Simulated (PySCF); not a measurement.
**UHF on Sc⁺ (scandium, charge +1)**

Configuration: [Ar] 3d1 4s1, high-spin 3D determinant. All numbers are calculated (PySCF 2.14, scalar relativity by spin-free X2C-1e, in x2c-TZVPall).

* Total energy: -763.077658 hartree
* One-electron energy: -1039.6277 hartree
* Hartree (Coulomb) energy: 314.7772 hartree
* Exchange energy: -38.2272 hartree
* ⟨S²⟩: 2.0013
* ⟨L²⟩: 6.015
* Sum of ⟨r⟩: 16.95 bohr
* Sum of ⟨r²⟩: 30.34 bohr²
* Traceless quadrupole moment −½Σ⟨3z² − r²⟩ along its main axis: 0.735 e·bohr²
* Langevin diamagnetic susceptibility: -24.0 ×10⁻⁶ cm³/mol
* Time after the integrals: 0.34 s of wall time on 1 thread of Neoverse-N1 (shared host)

```json
{"shell": "1s α", "electrons": "1", "mean orbital energy (eV)": "-4546.5", "spread (eV)": "0", "rms radius, mean of both spins (bohr)": "0.0844"}
{"shell": "1s β", "electrons": "1", "mean orbital energy (eV)": "-4546.5", "spread (eV)": "0", "rms radius, mean of both spins (bohr)": "0.0844"}
{"shell": "2s α", "electrons": "1", "mean orbital energy (eV)": "-531.27", "spread (eV)": "0", "rms radius, mean of both spins (bohr)": "0.370"}
{"shell": "2s β", "electrons": "1", "mean orbital energy (eV)": "-530.80", "spread (eV)": "0", "rms radius, mean of both spins (bohr)": "0.370"}
{"shell": "2p α", "electrons": "3", "mean orbital energy (eV)": "-433.92", "spread (eV)": "0.078", "rms radius, mean of both spins (bohr)": "0.340"}
{"shell": "2p β", "electrons": "3", "mean orbital energy (eV)": "-433.53", "spread (eV)": "0.499", "rms radius, mean of both spins (bohr)": "0.340"}
{"shell": "3s α", "electrons": "1", "mean orbital energy (eV)": "-78.252", "spread (eV)": "0", "rms radius, mean of both spins (bohr)": "1.15"}
{"shell": "3s β", "electrons": "1", "mean orbital energy (eV)": "-76.436", "spread (eV)": "0", "rms radius, mean of both spins (bohr)": "1.15"}
{"shell": "3p α", "electrons": "3", "mean orbital energy (eV)": "-50.741", "spread (eV)": "0.984", "rms radius, mean of both spins (bohr)": "1.27"}
{"shell": "3p β", "electrons": "3", "mean orbital energy (eV)": "-48.730", "spread (eV)": "1.524", "rms radius, mean of both spins (bohr)": "1.27"}
{"shell": "3d α", "electrons": "1", "mean orbital energy (eV)": "-16.265", "spread (eV)": "0", "rms radius, mean of both spins (bohr)": "1.86"}
{"shell": "4s α", "electrons": "1", "mean orbital energy (eV)": "-12.302", "spread (eV)": "0", "rms radius, mean of both spins (bohr)": "3.69"}
```

Densities and radii are taken from the X2C orbitals without a picture-change correction, which distorts them close to the nucleus.
